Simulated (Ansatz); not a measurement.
Coupled-cluster run, Cl₂F₂H₂MoO₂, SMILES `[OH][Mo]([OH])([F])([F])([Cl])[Cl]`.

```yaml
crystal:
  periodic: [false, false, false]
  atoms:
    - {symbol: O, position_ang: [-0.618773, -1.506062, -0.028751]}
    - {symbol: Mo, position_ang: [0.102702, 0.181604, -0.215230]}
    - {symbol: O, position_ang: [1.106967, 0.050362, 1.302725]}
    - {symbol: F, position_ang: [-1.238528, 0.386019, -1.478972]}
    - {symbol: F, position_ang: [0.659964, 1.839887, -0.794088]}
    - {symbol: Cl, position_ang: [-1.410597, 1.261538, 1.201038]}
    - {symbol: Cl, position_ang: [1.745638, -0.622637, -1.576377]}
    - {symbol: H, position_ang: [-1.273050, -1.885718, -0.626033]}
    - {symbol: H, position_ang: [0.925667, 0.294997, 2.215698]}
basis:
  gaussian: {orbitals: def2-SVP}
correlation: {method: ccsd_t}
```

```sh
$ ansatz run in.yaml --threads 4 --pin off --events-out ev --progress --plain --max-ram 11315MiB
```

Log, shortened:

```
Functional definition: HF
  name "HF"
  cite "Fock, Z. Phys. 61, 126 (1930) doi:10.1007/BF01340294"
  parent pbe
  exchange = exact_x
  correlation = 0
1260 factors; integrals over basis functions are off by at most 9.9e-4 eV
mean field evaluation 1: about -36334.5158 eV, gradient 7.9e1 eV
mean field evaluation 2: about -36334.7730 eV, gradient 8.0e1 eV
mean field evaluation 4: about -36347.6114 eV, gradient 9.1e0 eV
mean field evaluation 8: about -36347.8280 eV, gradient 1.2e0 eV
mean field evaluation 16: about -36347.8367 eV, gradient 2.5e-6 eV
mean field -36347.83671152 eV, -1335.7583616996 hartree, gradient 2.4e-6 eV, S^2 0.000000; 0 other end points of the search recorded, 0 dependent functions left out
14 core orbitals not correlated: weight in the atoms' cores, before any rotation towards them, 1.000 or more for the frozen orbitals, at most 0.000 for the correlated occupied ones
reference -36347.83671152 eV, -1335.7583616996 hartree; 28, 28 occupied and 91, 91 virtual orbitals, 1260 factors
second order -40.62533992 eV of doubles, -0.00000000 eV of singles
cycle   1  -37.12374844 eV  change     3.5e0 eV  update   3.6e-1
cycle   2  -39.18978238 eV  change    -2.1e0 eV  update   2.6e-1
cycle   3  -39.56280711 eV  change   -3.7e-1 eV  update   5.3e-2
cycle   4  -39.54859283 eV  change    1.4e-2 eV  update   2.3e-2
cycle   5  -39.52823322 eV  change    2.0e-2 eV  update   7.6e-3
cycle   6  -39.52634519 eV  change    1.9e-3 eV  update   3.5e-3
cycle   7  -39.52720395 eV  change   -8.6e-4 eV  update   2.4e-3
cycle   8  -39.52616733 eV  change    1.0e-3 eV  update   1.3e-3
cycle   9  -39.52624031 eV  change   -7.3e-5 eV  update   6.9e-4
cycle  10  -39.52747367 eV  change   -1.2e-3 eV  update   3.6e-4
cycle  11  -39.52711385 eV  change    3.6e-4 eV  update   1.5e-4
cycle  12  -39.52679361 eV  change    3.2e-4 eV  update   7.3e-5
cycle  13  -39.52697207 eV  change   -1.8e-4 eV  update   4.3e-5
cycle  14  -39.52685221 eV  change    1.2e-4 eV  update   2.6e-5
cycle  15  -39.52683895 eV  change    1.3e-5 eV  update   1.3e-5
perturbative correction -1.82476305 eV, -0.0670588051 hartree
Total energy: -36389.18831351 eV, -1337.2780050439 hartree
```

Hardware: 4 threads of an AMD EPYC 7571 on a shared host. Wall time 85 s, peak host memory 1.1 GiB.

The correlation energy is -41.352 eV, 4.4 % of it from (T); the T1 diagnostic reads 0.0246.
